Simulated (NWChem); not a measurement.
Species: BSiH5O3; SMILES O([SiH3])B(O)O

```xyz
10

B      0.1101     0.9778    -0.0769
O      0.8428     2.0734    -0.4279
H      0.4514     2.9171    -0.1931
O     -1.1011     1.0175     0.5666
H     -1.4402     1.8907     0.7743
O      0.6218    -0.2429    -0.3894
Si     0.0066    -1.7704    -0.1148
H     -1.3048    -1.9498    -0.8051
H     -0.1613    -2.0233     1.3469
H      0.9941    -2.7356    -0.6724
```
Atoms are numbered in this order, from 1.

Level: PBE0/def2-SVP (NWChem), optimised geometry, unscaled harmonic frequencies. 

Q: List the harmonic frequencies with IR intensities, and the thermochemistry.

A: 
```csv
frequency (cm⁻¹),IR intensity (km/mol)
79,3.1
100,7.7
107,5.7
346,0.0
401,26.1
486,14.3
497,218.3
665,22.0
707,16.2
731,92.9
768,36.1
924,192.3
950,69.8
951,82.6
967,307.8
1009,93.5
1064,163.1
1430,390.0
1482,703.2
2243,81.5
2243,147.8
2264,116.4
3948,23.2
3960,120.5
```

```yaml
zero_point_energy: 40.5 kcal/mol
thermal correction to the enthalpy at 298.15 K (with zero-point energy): 45.4 kcal/mol
heat capacity Cv: 23.2 cal/(mol K)
entropy at 298.15 K and 1 atm (symmetry number 1): 81.9 cal/(mol K)
dipole_moment: 3.16 D
```

Rigid rotor and harmonic oscillator; modes under 100 cm⁻¹ make the entropy uncertain.
